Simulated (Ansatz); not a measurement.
Other settings, tried on Ga10P11H28⁺, a nanocrystal cut from wurtzite GaP (hydrogen-capped).

```yaml
crystal:
  periodic: [false, false, false]
  atoms:
    - {symbol: P, position_ang: [-2.674267, -1.537955, -3.336953]}
    - {symbol: Ga, position_ang: [-2.938685, -1.694476, -0.862563]}
    - {symbol: P, position_ang: [0.880665, -3.829763, -0.006852]}
    - {symbol: Ga, position_ang: [1.003710, -4.058236, 2.469772]}
    - {symbol: P, position_ang: [0.986799, -1.577945, -3.264924]}
    - {symbol: Ga, position_ang: [-0.821542, -0.470293, -4.399293]}
    - {symbol: Ga, position_ang: [0.986561, -1.616018, -0.842150]}
    - {symbol: P, position_ang: [-0.962617, -0.555348, -0.112961]}
    - {symbol: P, position_ang: [1.015260, -1.676304, 2.935819]}
    - {symbol: Ga, position_ang: [-1.012071, -0.586255, 2.306332]}
    - {symbol: P, position_ang: [-0.872897, 1.648370, -3.262600]}
    - {symbol: Ga, position_ang: [-0.905280, 1.663802, -0.839787]}
    - {symbol: P, position_ang: [-2.874189, 2.679785, -0.002743]}
    - {symbol: P, position_ang: [-0.941858, 1.713723, 2.938324]}
    - {symbol: Ga, position_ang: [-3.012497, 2.892064, 2.474481]}
    - {symbol: P, position_ang: [2.880650, -0.452937, -0.103864]}
    - {symbol: Ga, position_ang: [3.055208, -0.661011, 2.287005]}
    - {symbol: Ga, position_ang: [2.900991, 1.674613, -1.268352]}
    - {symbol: P, position_ang: [1.049850, 2.720661, -0.101095]}
    - {symbol: P, position_ang: [2.840196, 1.636815, 2.981112]}
    - {symbol: Ga, position_ang: [0.957429, 2.973056, 2.290082]}
    - {symbol: H, position_ang: [-2.744543, -2.822753, -3.961399]}
    - {symbol: H, position_ang: [-3.820879, -0.950520, -3.958076]}
    - {symbol: H, position_ang: [-2.787636, -3.236445, -0.582892]}
    - {symbol: H, position_ang: [-4.197840, -0.793067, -0.578602]}
    - {symbol: H, position_ang: [-0.305305, -4.392470, -0.571715]}
    - {symbol: H, position_ang: [1.862832, -4.605821, -0.696576]}
    - {symbol: H, position_ang: [-0.388211, -4.662903, 2.873109]}
    - {symbol: H, position_ang: [2.443716, -4.645428, 2.699538]}
    - {symbol: H, position_ang: [1.017462, -2.914701, -3.771862]}
    - {symbol: H, position_ang: [2.236846, -1.102758, -3.763840]}
    - {symbol: H, position_ang: [-0.719577, -0.410618, -5.959259]}
    - {symbol: H, position_ang: [1.026376, -1.608108, 4.366996]}
    - {symbol: H, position_ang: [-2.303314, -1.332346, 2.813109]}
    - {symbol: H, position_ang: [-2.014332, 2.345691, -3.768276]}
    - {symbol: H, position_ang: [0.164843, 2.492411, -3.760610]}
    - {symbol: H, position_ang: [-3.955649, 1.938224, -0.570852]}
    - {symbol: H, position_ang: [-3.051922, 3.921062, -0.688546]}
    - {symbol: H, position_ang: [-0.876683, 1.687955, 4.369452]}
    - {symbol: H, position_ang: [-4.229889, 1.983987, 2.873522]}
    - {symbol: H, position_ang: [-2.805541, 4.432427, 2.710075]}
    - {symbol: H, position_ang: [3.982347, -1.204960, -0.624978]}
    - {symbol: H, position_ang: [4.393110, -1.332013, 2.756850]}
    - {symbol: H, position_ang: [2.332766, 1.348215, -2.722470]}
    - {symbol: H, position_ang: [4.238940, 2.446171, -0.984299]}
    - {symbol: H, position_ang: [0.949760, 4.051437, -0.620566]}
    - {symbol: H, position_ang: [2.915582, 1.678949, 4.407897]}
    - {symbol: H, position_ang: [4.049489, 2.335400, 2.673792]}
    - {symbol: H, position_ang: [1.045825, 4.466628, 2.761700]}
basis:
  gaussian: {orbitals: cc-pVDZ, fitting: {mean_field: def2-universal-jkfit}}
total_charge: 1
hamiltonian: {xc: {name: r2SCAN0}, dispersion: d3bj}
scf: {lower_state_search: full}
```

```sh
$ ansatz run in.yaml --threads 4 --pin off --events-out ev --progress --plain --max-ram 46080MiB --backend cuda --devices 0, --max-vram 37GiB
```

Shortened log:

```
Warning: the engine holds no damping parameters fitted to this dispersion correction and functional, so the run takes those fitted to r2scan0 beside the three-body term, which d3bj leaves out (hamiltonian.dispersion, under Limitations)
Functional definition: r2SCAN0
4572 factors; integrals over basis functions are off by at most 3.3e-1 eV
mean field evaluation 1: about -626389.6260 eV, gradient 3.7e1 eV
mean field evaluation 2: about -626389.6227 eV, gradient 3.7e1 eV
mean field evaluation 4: about -626393.4327 eV, gradient 1.2e1 eV
mean field evaluation 8: about -626393.9519 eV, gradient 7.6e-1 eV
mean field evaluation 16: about -626393.9538 eV, gradient 1.5e-4 eV
mean field -626393.95383229 eV, -23019.5532182652 hartree, gradient 3.9e-5 eV, S^2 0.000000; 0 other end points of the search recorded, 0 dependent functions left out
reference -626393.95385926 eV, -23019.5532192564 hartree; 251, 251 occupied and 357, 357 virtual orbitals, 4572 factors
Total energy: -626395.52755409 eV, -23019.6110514747 hartree
```

Hardware: 4 threads of AMD EPYC 7R13 on a shared host and a share (37 GiB) of an NVIDIA H100 80GB HBM3. Wall time 6.5 s, peak host memory 1.3 GiB.
